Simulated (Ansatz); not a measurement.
The cluster Ge₃O₁₀H₈. The state is a singlet with charge 0. Geometry PBE-D4/def2-SVP.

```xyz
21

Ge   -1.5216    0.3593   -1.7943
Ge    0.9172   -1.6820    1.6968
Ge    0.9068    2.0782    0.0241
O    -0.6703   -0.7323    1.4605
O    -0.5959    1.8053    0.9616
O    -2.4202    1.6649   -1.0405
O    -1.4354   -1.2079   -1.0085
O    -0.6852   -1.8091    2.6000
O     0.3366    0.9067   -1.6379
O     2.1701    0.7674    0.4849
O     1.4437    3.5026   -0.6149
O     1.8069   -0.5833    0.0570
O     1.1382   -3.1399    0.7128
H     0.6754    1.4537   -2.3810
H     0.3168   -3.6694    0.7549
H    -1.3581   -1.1280   -0.0059
H    -1.8056    0.2311   -3.2947
H    -0.6221    0.9190    1.4418
H     2.0757   -1.1630    2.5459
H    -1.9804    1.8676   -0.1654
H     1.3075   -0.4409   -0.7972
```

The 6-31G sets use Cartesian d functions. The structure holds 2 bonds between oxygen atoms, so isomers without such links may lie far lower. The structure comes from a short search, and lower isomers may exist.

Task: Estimate the orbital energies around the gap (eV) in Ansatz with HF/STO-3G, HF/6-31G, PBE-D4/def2-TZVP, r2SCAN-D4/def2-TZVP, PBE0-D4/def2-TZVP.

Result: 
```tsv
orbital	HF/STO-3G	HF/6-31G	PBE-D4/def2-TZVP	r2SCAN-D4/def2-TZVP	PBE0-D4/def2-TZVP
HOMO−13	-11.19	-15.84	-9.71	-10.16	-11.49
HOMO−12	-10.96	-15.52	-9.14	-9.57	-10.88
HOMO−11	-10.85	-15.35	-9.06	-9.49	-10.81
HOMO−10	-10.59	-15.18	-8.85	-9.28	-10.59
HOMO−9	-10.47	-14.92	-8.61	-9.04	-10.39
HOMO−8	-10.27	-14.89	-8.50	-8.89	-10.19
HOMO−7	-10.21	-14.76	-8.41	-8.85	-10.17
HOMO−6	-9.91	-14.42	-8.22	-8.62	-9.85
HOMO−5	-9.63	-14.33	-7.95	-8.38	-9.71
HOMO−4	-8.52	-13.73	-7.70	-8.11	-9.49
HOMO−3	-8.16	-13.57	-7.19	-7.59	-8.93
HOMO−2	-7.80	-13.36	-6.69	-6.99	-8.23
HOMO−1	-6.91	-12.36	-6.48	-6.83	-8.14
HOMO	-6.62	-12.30	-6.37	-6.74	-7.98
LUMO	7.23	1.34	-3.20	-2.99	-2.01
LUMO+1	8.06	1.88	-3.01	-2.76	-1.67
LUMO+2	8.91	2.23	-2.36	-2.06	-1.26
LUMO+3	9.70	2.52	-1.64	-1.29	-0.66
LUMO+4	9.86	3.31	-1.31	-0.95	-0.26
LUMO+5	10.31	3.67	-1.08	-0.72	0.08
```
